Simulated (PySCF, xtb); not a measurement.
Au(Cl)(SMe2) (C2H6AuClS), SMILES C[S](->[Au][Cl])C, multiplicity 1.

GFN2-xTB in xtb 6.7.1 at its own geometry gives an orbital gap of 3.08 eV and a dipole moment of 9.93 D.

Coordinates come from a B3LYP-D3(BJ)/def2-SVP optimisation. The spin state was assumed, not searched. The isomer is the one that the SMILES or the coordinates give; other isomers of the formula were not compared. The def2 effective core potentials stand for the cores of Au; spin–orbit coupling is left out.

What does CAM-B3LYP/def2-TZVP (PySCF) give? (The exact figures need the calculation; the answer reports its results.)

gap 8.52 eV (levels -8.32 and 0.19 eV), dipole 8.86 D.
